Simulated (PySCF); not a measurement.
Zn²⁺: excitation energy

Zn²⁺ [Ar] 3d10 (1S) → Zn²⁺ [Ar] 3d9 4s1 (3D), as a difference of total energies. All numbers are calculated (PySCF 2.14, scalar relativity by spin-free X2C-1e, in x2c-TZVPPall). Correlated levels: valence and next inner shell: [Ne] frozen. The calculations carry no spin-orbit coupling.

```csv
method,excitation energy (cm⁻¹)
UHF,65319
MP2 (valence and next inner shell),85777
SCS-MP2 (valence and next inner shell),83541
CCSD (valence and next inner shell),78289
CCSD(T) (valence and next inner shell),78713
```

A first-order spin-orbit estimate (lowest level to lowest level, LS coupling) adds -0.137 eV.

The basis was made for the ground configuration and has no added diffuse functions, so the excitation energy can come out too high.
